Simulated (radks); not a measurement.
All-electron atom: Pt in [Xe] 4f14 5d9 6s1. All-electron calculation, scalar-relativistic Kohn-Sham, SCAN, spin-polarised, spherical densities, finite nucleus; open shells are filled with parallel spins first (spin-orbit coupling, left out, can overturn this in heavy ions); meta-GGA in the generalised Kohn-Sham scheme; Fermi nuclear charge, rms radius 5.427 fm. Program: a radial shooting solver on a logarithmic mesh with Libxc functionals.

Normalised radial functions P(r) = r R(r), r in bohr:

r,4f down,5p down,5d up
0.001187,0.0000,0.0030,0.0000
0.001609,0.0000,0.0049,0.0000
0.00218,0.0000,0.0081,0.0001
0.002955,0.0000,0.0133,0.0001
0.004037,0.0000,0.0221,0.0003
0.005471,0.0000,0.0358,0.0007
0.007415,0.0000,0.0571,0.0015
0.01005,0.0001,0.0889,0.0033
0.01373,0.0004,0.1348,0.0073
0.01861,0.0012,0.1911,0.0156
0.02522,0.0034,0.2495,0.0318
0.03418,0.0097,0.2853,0.0614
0.04669,0.0267,0.2549,0.1113
0.06328,0.0671,0.1158,0.1780
0.08576,0.1561,-0.1283,0.2434
0.1162,0.3279,-0.3605,0.2583
0.1588,0.6164,-0.3571,0.1540
0.2152,0.9797,0.0109,-0.0802
0.2916,1.3062,0.4868,-0.3281
0.3953,1.4271,0.5374,-0.3735
0.54,1.2472,-0.0692,-0.0869
0.7318,0.8722,-0.8299,0.3790
0.9918,0.4755,-1.1170,0.7433
1.344,0.1981,-0.8489,0.8261
1.836,0.0566,-0.3993,0.6763
2.489,0.0114,-0.1226,0.4464
3.373,0.0013,-0.0217,0.2398
4.571,0.0001,-0.0019,0.1008
6.245,0.0000,-0.0001,0.0292
8.464,0.0000,0.0000,0.0056

4f down: eigenvalue -70.841 eV, 0 radial nodes, <r> = 0.516 bohr, 90 % of the charge inside 0.832 bohr. 5p down: eigenvalue -57.000 eV, 3 radial nodes at r = 0.0739, 0.214, 0.526 bohr, <r> = 1.10 bohr, 90 % of the charge inside 1.61 bohr. 5d up: eigenvalue -6.654 eV, 2 radial nodes at r = 0.196, 0.573 bohr, <r> = 1.71 bohr, 90 % of the charge inside 2.73 bohr.

Empty levels of this run are not shown, since the potential may be unsettled where no density lies.
